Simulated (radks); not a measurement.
Initial-state core-level shifts of the tellurium ion Te2+ when its valence configuration changes from [Kr] 4d10 5s2 5p2. Method: Dirac Kohn-Sham, PBE, spin-unpolarised, spherical densities, point nucleus; open shells are shared between the two j in proportion to 2j + 1; computed with a radial shooting solver on a logarithmic mesh with Libxc functionals. Shifts are changes of the shell-averaged eigenvalues in eV (positive: less bound).

| valence | 1s | 3s | 3d | 4s |
|---|---|---|---|---|
| 4d9 5s2 5p3 | -9.374 | -9.456 | -9.550 | -7.984 |
| 4d9.5 5s2 5p2.5 | -4.662 | -4.706 | -4.751 | -3.998 |
| 4d10 5p4 | -2.851 | -2.832 | -2.827 | -2.792 |
| 4d10 5s1 5p3 | -1.444 | -1.434 | -1.431 | -1.413 |
| 4d8 5p6 | -21.546 | -21.686 | -21.888 | -18.444 |
| 4d8 5s2 5p4 | -18.952 | -19.088 | -19.292 | -15.926 |
| 4d10 5s1.5 5p2.5 | -0.727 | -0.721 | -0.720 | -0.711 |
| 4d9 5p5 | -12.087 | -12.162 | -12.253 | -10.629 |
